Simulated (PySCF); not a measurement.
Give a GFN2-xTB geometry of `C=C(OC)[C@@H]1C[C@@H]1[S-]`. (Charge -1.)

```
atom  x, y, z in Å
C1    -0.0715   -1.5565    1.6189
C2    -0.4758   -0.6849    0.6980
O3    -1.6947   -0.0741    0.8870
C4    -1.8652    1.1830    0.2594
C5     0.2443   -0.4191   -0.5690
C6     1.7365   -0.5812   -0.6702
C7     1.1426    0.7917   -0.8061
S8     1.3982    2.0780    0.3742
H9     0.8304   -2.1252    1.4943
H10   -0.6408   -1.7130    2.5186
H11   -2.7080    1.6596    0.7612
H12   -2.1002    1.0675   -0.8057
H13   -0.9684    1.8049    0.3716
H14   -0.3382   -0.7265   -1.4395
H15    2.2698   -0.7862    0.2461
H16    2.1446   -1.0835   -1.5411
H17    1.0895    1.1773   -1.8277
```

Any rigid rotation of these coordinates is as good. Atoms count from 1 in this order. The 2 C–O bonds span 1.376 Å (C2–O3, drawn single) to 1.415 Å (O3–C4, drawn single), a spread of 0.039 Å. The 3-membered ring C5–C6–C7 has internal angles of 59.4° to 61.0°. O3 (ether oxygen) is bent (angle 116.1°). C1 (terminal =CH2 carbon) is planar (angles 121.5°, 120.9° and 117.7°, sum 360.0°, 0.00 Å off the plane of its three neighbours).

Bonds between heavy atoms (Å): C1=C2 1.331, C2–O3 1.376, O3–C4 1.415, C2–C5 1.481, C5–C6 1.504, C6–C7 1.502, C7–S8 1.764, C5–C7 1.526.

Structure optimised with GFN2-xTB, isolated species.

Point group: C1 (no symmetry element, even within 0.4 Å). Whether it is a minimum is left open (no frequencies). Torsions: C1–C2–O3–C4 155°, C1–C2–C5–C6 -29°.

One conformer stands for the species.

The numbers are calculated, not measured.
